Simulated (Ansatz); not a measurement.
Be2Te2⁻. Charge -1, multiplicity 2. Geometry PBE0-D4/def2-TZVP, that of the neutral singlet; atoms count from 1.

```xyz
4

Be   -0.7804   -0.6125    0.3241
Be    0.7804    0.6125   -0.3241
Te    1.3223   -1.4396    0.4630
Te   -1.3223    1.4397   -0.4630
```

In the def2 sets Te takes a core potential; there is no spin–orbit coupling. The structure comes from a short search, and lower isomers may exist.

Question: Estimate the Mulliken populations from the PBE0/def2-TZVPD orbitals of Ansatz.

Answer: 
| atom | charge (e) | spin (α − β) |
| --- | --- | --- |
| Be1 | -0.42 | 0.64 |
| Be2 | -0.42 | 0.64 |
| Te3 | -0.08 | -0.14 |
| Te4 | -0.08 | -0.14 |
Mulliken values depend strongly on the basis. With diffuse functions, as here, like atoms can get unlike values, and bond orders can come out too low or too high.

Question: Where does the spin sit?

Answer: Summed by element: Be 1.28, Te -0.28, of 1 unpaired in all. Largest on single atoms: Be1 0.64, Be2 0.64, Te3 -0.14.

Question: And the Mayer bond orders between heavy atoms (over 0.3)?

Answer: Be1–Be2 0.67 (2.09 Å); Be1–Te3 1.12 (2.26 Å); Be1–Te4 1.12 (2.26 Å); Be2–Te3 1.12 (2.26 Å); Be2–Te4 1.12 (2.26 Å).
